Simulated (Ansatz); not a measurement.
Cost and result up the ladder for SnEt3F (C₆H₁₅FSn) (23 atoms). The state is a singlet with charge 0. Geometry: PBE0-D4/def2-SVP.

Cartesian coordinates in Å:
```
Sn 0.0053 0.0161 0.0151
C 1.5825 -1.4149 0.3427
C 2.9114 -0.7390 0.6555
H 1.6528 -2.0547 -0.5526
H 1.2592 -2.0662 1.1706
H 3.7062 -1.4762 0.8578
H 3.2568 -0.1118 -0.1820
H 2.8316 -0.0861 1.5381
C -1.9963 -0.7715 0.1382
C -2.2658 -1.4488 1.4756
H -2.1412 -1.4662 -0.7057
H -2.6830 0.0739 -0.0288
H -3.3033 -1.8162 1.5451
H -1.6040 -2.3153 1.6349
H -2.1028 -0.7568 2.3162
C 0.3469 1.4054 -1.5959
C -0.6166 2.5845 -1.5534
H 0.2676 0.8501 -2.5452
H 1.3937 1.7396 -1.5136
H -0.4123 3.3076 -2.3605
H -1.6636 2.2602 -1.6664
H -0.5458 3.1267 -0.5979
F 0.1210 1.1594 1.6122
```

Ansatz on 4 threads of Arm Neoverse V2 on a shared host. Times are rough, and most runs start from the orbitals of an earlier one. r2SCAN0-D4/def2-TZVP serves as the yardstick here, not as an exact answer. Differences are given only for rows in sets of like size (and for xTB, whose basis is part of the method), since another set adds its own error. Binding counts from free atoms at the same level (Sn triplet, C triplet, H doublet, F doublet; other spins of the atoms weren't run), without zero-point energy or a counterpoise term.

In the def2 sets Sn takes a core potential; there is no spin–orbit coupling. LC-ωPBE has ω = 0.4 bohr⁻¹. Correlated methods freeze 11 core orbitals; core or outer-core shells of Sn are correlated, in sets that lack core-valence functions.

Correlated methods converge slowly with the basis.

```tsv
level	functions	wall time	binding energy per atom (eV)	difference from r2SCAN0-D4/def2-TZVP (eV)
PBE-D4/def2-SVP	199	2.5 s	4.00	–
PBE0-D4/def2-SVP	199	3.8 s	3.96	–
PBE-D4/def2-TZVP	357	4.5 s	3.98	0.10
LC-ωPBE/def2-TZVP	357	6 s	3.91	0.03
r2SCAN-D4/def2-TZVP	357	9 s	3.93	0.04
MP2/def2-TZVP	357	11 s	3.83	-0.06
r2SCAN0-D4/def2-TZVP	357	13 s	3.89	0.00
r2SCANh-D4/def2-TZVP	357	13 s	3.91	0.02
PBE0-D4/def2-TZVP (with forces)	357	14 s	3.93	0.05
```
